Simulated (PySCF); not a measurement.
**Excitation energy of Hf by level of theory**

Hf [Xe] 4f14 5d2 6s2 (3F) → Hf [Xe] 4f14 5d3 6s1 (5F), as a difference of total energies. Computed with PySCF 2.14 in ANO-RCC-VTZP (8s7p5d3f2g1h, 104 functions), with scalar relativity by spin-free X2C-1e. The calculations carry no spin-orbit coupling.

```csv
method,excitation energy (eV)
UHF,0.922
PW91,1.140
BP86,1.222
BLYP,1.568
```
